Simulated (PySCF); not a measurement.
## Orbital levels and atomic charges

System: C23H19B (heteroacene and heterole-fused PAH), SMILES Cc1cc(C)c(B2C=c3ccc4cccc5ccc2c3c54)c(C)c1.

Cartesian coordinates (Å):
```
  1 C    -5.932    1.600    0.372
  2 C    -4.563    0.999    0.257
  3 C    -3.907    0.963   -0.966
  4 C    -2.634    0.435   -1.086
  5 C    -1.933    0.454   -2.412
  6 C    -1.969   -0.073    0.041
  7 B    -0.522   -0.624   -0.081
  8 C     0.001   -1.872   -0.867
  9 C     1.363   -1.821   -0.891
 10 C     2.369   -2.647   -1.491
 11 C     3.678   -2.321   -1.387
 12 C     4.152   -1.153   -0.677
 13 C     5.478   -0.796   -0.561
 14 C     5.842    0.365    0.146
 15 C     4.910    1.168    0.745
 16 C     3.532    0.846    0.668
 17 C     2.499    1.602    1.248
 18 C     1.168    1.238    1.120
 19 C     0.814    0.092    0.410
 20 C     1.839   -0.651   -0.159
 21 C     3.184   -0.321   -0.056
 22 C    -2.630   -0.033    1.275
 23 C    -1.976   -0.617    2.493
 24 C    -3.910    0.490    1.369
 25 H    -5.853    2.677    0.524
 26 H    -6.506    1.431   -0.537
 27 H    -6.473    1.178    1.216
 28 H    -4.401    1.360   -1.843
 29 H    -1.148    1.212   -2.409
 30 H    -2.626    0.680   -3.219
 31 H    -1.457   -0.505   -2.607
 32 H    -0.553   -2.666   -1.345
 33 H     2.064   -3.532   -2.034
 34 H     4.429   -2.947   -1.851
 35 H     6.250   -1.402   -1.014
 36 H     6.890    0.619    0.216
 37 H     5.214    2.058    1.278
 38 H     2.761    2.491    1.805
 39 H     0.402    1.850    1.577
 40 H    -2.231   -1.674    2.582
 41 H    -0.893   -0.543    2.423
 42 H    -2.316   -0.114    3.396
 43 H    -4.406    0.505    2.331
```

Method: PBE0/def2-SVP, gas phase, PySCF, fitting set def2-universal-JFIT up to Ne and JKFIT beyond, grid level 1.

Q: Give the orbital energies near the gap.

A: 
| orbital | eV |
| --- | --- |
| HOMO-4 | -7.61 |
| HOMO-3 | -7.28 |
| HOMO-2 | -6.61 |
| HOMO-1 | -6.42 |
| HOMO | -5.48 |
| LUMO | -3.03 |
| LUMO+1 | -0.80 |
| LUMO+2 | -0.14 |
| LUMO+3 | 0.04 |

Q: Give the partial charges of the non-hydrogen atoms.

A: 
| atom | Mulliken | IAO | Hirshfeld |
| --- | --- | --- | --- |
| C1 | 0.03 | -0.42 | -0.11 |
| C2 | -0.09 | 0.03 | 0.01 |
| C3 | -0.05 | -0.18 | -0.07 |
| C4 | -0.14 | 0.04 | 0.02 |
| C5 | 0.03 | -0.42 | -0.12 |
| C6 | 0.04 | -0.15 | -0.09 |
| B7 | 0.00 | 0.24 | 0.16 |
| C8 | -0.09 | -0.31 | -0.14 |
| C9 | 0.04 | 0.05 | 0.02 |
| C10 | 0.01 | -0.16 | -0.05 |
| C11 | 0.02 | -0.12 | -0.03 |
| C12 | 0.04 | 0.00 | 0.00 |
| C13 | -0.06 | -0.14 | -0.04 |
| C14 | 0.01 | -0.15 | -0.05 |
| C15 | -0.02 | -0.14 | -0.04 |
| C16 | 0.04 | 0.01 | 0.01 |
| C17 | -0.02 | -0.15 | -0.05 |
| C18 | -0.02 | -0.12 | -0.03 |
| C19 | -0.02 | -0.13 | -0.07 |
| C20 | -0.07 | 0.02 | 0.00 |
| C21 | 0.05 | -0.01 | -0.01 |
| C22 | -0.14 | 0.04 | 0.01 |
| C23 | 0.01 | -0.42 | -0.12 |
| C24 | -0.05 | -0.18 | -0.07 |
